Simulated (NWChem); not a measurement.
A series in which one site is exchanged, each optimised at PBE0/def2-SVP with NWChem, gas phase unless a solvent is named. This build's default masses of Se (78.918 u) and Br (79.917 u) are each other's, which moves their modes by up to 0.6 %. Some are not confirmed as minima by frequencies. def2 effective core potentials on I; no spin-orbit coupling.

A: Cl[Se]Br (SeBrCl; site = Br)
B: F[Se]Cl (SeClF; site = F)
C: Cl[SeH] (HSeCl; site = H)
D: [Se](I)Cl (SeICl; site = I)

```
quantity                                                 A           B     C     D
----------------------------------------------------  ----  ----------  ----  ----
orbital gap (eV), PBE0/def2-SVP                       4.03  (withheld)  4.69  3.60
vertical ionisation energy, ΔSCF, PBE/def2-SVP (eV)   8.81  (withheld)  9.27  8.54
vertical ionisation energy, ΔSCF, PBE0/def2-SVP (eV)  9.19  (withheld)  9.53  8.92
lowest singlet excitation, PBE0/def2-SVPD, TDA (eV)   2.48  (withheld)  2.89  2.17
```

Question: Complete the blanks.

Answer: 
- orbital gap (eV), PBE0/def2-SVP, B: 4.68
- vertical ionisation energy, ΔSCF, PBE/def2-SVP (eV), B: 9.21
- vertical ionisation energy, ΔSCF, PBE0/def2-SVP (eV), B: 9.60
- lowest singlet excitation, PBE0/def2-SVPD, TDA (eV), B: 2.88
